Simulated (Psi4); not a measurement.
Intermolecular potential of H4O4Si ··· Cl- (SMILES O[Si](O)(O)O and [Cl-]) (charge -1). Monomers: optimised at B3LYP-D3(BJ) (def2-TZVP), held rigid. Orientation: lowest of the rigid-body minima from ten starts at GFN2-xTB. R is the distance of the centres of mass, along which the second monomer moves.

Computed with: SCS-MP2/aug-cc-pVDZ = Psi4 with DF-SCS-MP2/aug-cc-pVDZ, frozen core, counterpoise-corrected; SAPT0/jun-cc-pVDZ, frozen core (Psi4).

Interaction energies in kJ/mol:

```csv
R / Å,SCS-MP2/aug-cc-pVDZ
3.86,-36.34
4.04,-49.60
4.21,-52.80
4.43,-50.50
4.73,-43.02
5.07,-33.82
5.55,-23.37
6.22,-14.20
7.25,-7.26
8.52,-3.66
```

What does SAPT0/jun-cc-pVDZ give at the same points?

3.86: -41.87; 4.04: -51.79; 4.21: -53.27; 4.43: -49.99; 4.73: -42.18; 5.07: -33.05; 5.55: -22.84; 6.22: -13.96; 7.25: -7.22; 8.52: -3.65 (kJ/mol).
